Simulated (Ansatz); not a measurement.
FH$_{7}$OSi$_{3}$, SMILES `F[SiH]([SiH3])O[SiH3]`. The species carries charge 0 and has multiplicity 1.

Cartesian coordinates in Å:
```
F -1.2386 -1.1595 1.7521
Si 0.1315 -0.5572 1.1844
Si -0.0898 1.7764 1.0837
O 0.4065 -1.1868 -0.2863
Si 0.0648 -1.1747 -1.8906
H 1.2102 -1.0311 2.0836
H 1.1546 2.3675 0.5210
H -0.3107 2.3265 2.4477
H -1.2369 2.1499 0.2136
H 1.2809 -1.5950 -2.6265
H -0.3246 0.1978 -2.3095
H -1.0479 -2.1138 -2.1730
```

(1) What are the harmonic wavenumbers in cm⁻¹ at PBE0-D4/def2-TZVP (Ansatz, finite differences of forces, unscaled)? (Best estimate.)

(2) Is this a minimum?

(3) Give the ideal-gas thermochemistry at 298.15 K and 1 bar (rigid rotor, harmonic oscillator; point group C1, symmetry number 1).

Answers

(1) Ansatz gave: 28, 49, 67, 92, 148, 205, 311, 407, 498, 529, 610, 727, 732, 809, 824, 878, 903, 935, 936, 953, 957, 983, 1134, 2215, 2222, 2227, 2230, 2240, 2244, 2249.

(2) Yes, all 30 modes are real.

(3) Zero-point energy 175.5 kJ/mol; H(298) − E = 202.4 kJ/mol; entropy 411.2 J/(mol·K), of which translation 169.2, rotation 119.5, vibration 122.5; G(298) − E = 79.8 kJ/mol. Modes under 100 cm⁻¹ are hindered rotations or soft bends, so the harmonic entropy is rough.
